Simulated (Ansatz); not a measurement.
`C[Se][Hf]([OH])([F])[F]` and `[OH][Hf]([OH])([F])[F]` differ in one atom or group.

Ansatz, PBE0-D4/def2-TZVP geometries, multiplicity 1. Each molecule was computed in one conformer, which needn't be the lowest.

Elements past krypton have def2 core potentials. Scalar relativity is left out up to krypton. Spin–orbit coupling is left out; it splits and shifts lone-pair levels of the heavy atoms by tenths of an eV.

```
                                          property  `C[Se][Hf]([OH])([F])[F]`
               HOMO energy (B3LYP/def2-TZVPP) / eV                      -6.58
                LUMO energy (PBE0/def2-TZVPP) / eV                      -0.92
size of the dipole moment (ωB97M-V/def2-TZVPP) / D                       1.51
                 HOMO energy (PBE/def2-TZVPP) / eV                      -5.68
    size of the dipole moment (PBE/def2-TZVPP) / D                       1.31
              HOMO–LUMO gap (PBE0/def2-TZVPP) / eV                       5.89
```

Problem. What does the change do to each property? (An estimate is asked.)

Solution. The calculation gave: 
| property | `[OH][Hf]([OH])([F])[F]` | shift |
| --- | --- | --- |
| HOMO energy (B3LYP/def2-TZVPP) / eV | -9.30 | -2.72 |
| LUMO energy (PBE0/def2-TZVPP) / eV | -0.35 | 0.57 |
| size of the dipole moment (ωB97M-V/def2-TZVPP) / D | 3.34 | 1.83 |
| HOMO energy (PBE/def2-TZVPP) / eV | -7.84 | -2.16 |
| size of the dipole moment (PBE/def2-TZVPP) / D | 3.25 | 1.94 |
| HOMO–LUMO gap (PBE0/def2-TZVPP) / eV | 9.23 | 3.34 |

With PBE0 the HOMO falls by 2.77 eV and the LUMO rises by 0.57 eV, so the gap widens by about 3.34 eV. PBE moves the HOMO by -2.16 eV and ωB97M-V by -3.12 eV. Dipoles are sizes alone; their direction can turn.

B3LYP here is the variant with VWN-RPA as its local correlation; programs differ in this.
